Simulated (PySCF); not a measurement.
Computed shifts of a molecule C4H6OS, PBE/pcSseg-1 in PySCF, GIAO, gas phase, equivalent atoms averaged, in ppm (number of nuclei): ¹³C: 212.3 (1), 64.4 (1), 50.5 (1), 32.6 (1). ¹H: 4.44 (1), 3.45 (1), 3.27 (1), 2.91 (1), 2.58 (1), 1.81 (1). References: ¹⁷O against H2O (σ = 334.3 ppm); ¹³C against TMS (σ = 182.0 ppm); ³³S against H2S (σ = 706.5 ppm); ¹H against TMS (σ = 31.49 ppm), references at their B3LYP-D3(BJ)/def2-TZVP geometries, non-relativistic. The structure is a stationary point at PBE-D3(BJ)/def2-SVP. The values are those of a single conformer.

Question: Identify the compound among the candidates.
A. C=C1COCS1
B. C1=CSCOC1
C. CC1=CSCO1
D. O=C1CC[C@@H]1S

Answer: D, O=C1CC[C@@H]1S
